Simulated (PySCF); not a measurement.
## Polarisability and C₆ of Ge⁻ (germanium, charge -1)

[Ar] 3d10 4s2 4p3, high-spin 4S determinant. Calculation: PySCF 2.14, in aug-cc-pVTZ-PP with one added diffuse shell each of s, d, f type with ECP10MDF (7s5p5d3f, 68 functions); scalar relativity through the core potential. Coupled (time-dependent) response in atomic units; α is the mean over directions.

| method | mean α (bohr³) | C₆ (like pair) | S(−4) |
| --- | --- | --- | --- |
| UHF | 153.6 | 2164 | 17040 |
| BHandHLYP | 191.0 | 2668 | 37610 |
| wB97X-V | 175.5 | 2481 | 26320 |

S(−4) is the Cauchy moment in α(ω) = α(0) + S(−4) ω² + …

α(iu) at BHandHLYP:

```tsv
u (hartree)	α(iu) (bohr³)
0	191.0
0.0500	137.9
0.100	89.83
0.200	47.24
0.300	29.41
0.500	14.55
0.750	7.755
1.00	4.839
1.50	2.442
2.00	1.491
3.00	0.7337
5.00	0.2899
```

A single London oscillator, α(iu) = α/(1 + u²/ω²), gives C₆ = (3/4) ω α². Matching the computed C₆ needs ω = 4 × 2668 / (3 × 191.0²) = 0.0975 hartree.

For an ion, C₆ is the dispersion term alone; charge-induced terms of lower order in 1/R come first.

Energies and moments cover only the electrons outside the core potential.
